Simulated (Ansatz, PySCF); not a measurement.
The pair A = CH4 (SMILES C) (first 5 atoms), B = CH3Br (SMILES CBr); geometry from B3LYP-D3(BJ)/def2-TZVP.
(charge 0, multiplicity 1):
```xyz
10

C      0.05417     0.05641     0.16268
H     -0.12556    -0.57143     1.03421
H     -0.57916     0.94177     0.21289
H      1.10137     0.35710     0.13704
H     -0.18085    -0.50196    -0.74246
C      0.57890     1.22415     3.77307
Br    -0.07385    -0.56563     4.22237
H      0.61473     1.29635     2.69215
H      1.56595     1.33215     4.20866
H     -0.11672     1.94196     4.19322
```

Correlated levels freeze the cores. Filled d and f shells under p-block atoms count as core. Rows in 6-31G* carry no dispersion term and start afresh at each structure (6-31G* with six Cartesian d functions); the Pople sets are all-electron and without relativity.

Codes used: Ansatz (Gaussian basis) for Hartree–Fock, density functionals and correlated methods; PySCF for 6-31G* rows. Values without a source in brackets are computed.

Total energies (hartree), monomers frozen at their geometry in the pair:

```tsv
structure	HF/6-31G*	B3LYP/6-31G*	MP2/aug-cc-pVDZ
AB	-2651.9121187	-2654.3138806	-2652.6556703
A in the pair's basis	-40.1951738	-40.5185981	-40.3681431
B in the pair's basis	-2611.7178709	-2613.7956516	-2612.2862465
A	-40.1950751	-40.5183414	-40.3675246
B	-2611.7178102	-2613.7954932	-2612.2851689
```

Work out the interaction energy without and with the counterpoise correction, and the superposition error, for each level.


E(AB) − E(A) − E(B), times 627.509 kcal/mol, with the monomers in their own basis and then in the pair's basis:
- HF/6-31G*: 0.48 uncorrected, 0.58 corrected; the monomers gain 0.10 kcal/mol from borrowed functions
- B3LYP/6-31G*: -0.03 uncorrected, 0.23 corrected; the monomers gain 0.26 kcal/mol from borrowed functions
- MP2/aug-cc-pVDZ: -1.87 uncorrected, -0.80 corrected; the monomers gain 1.06 kcal/mol from borrowed functions

Ansatz is an electronic-structure program.
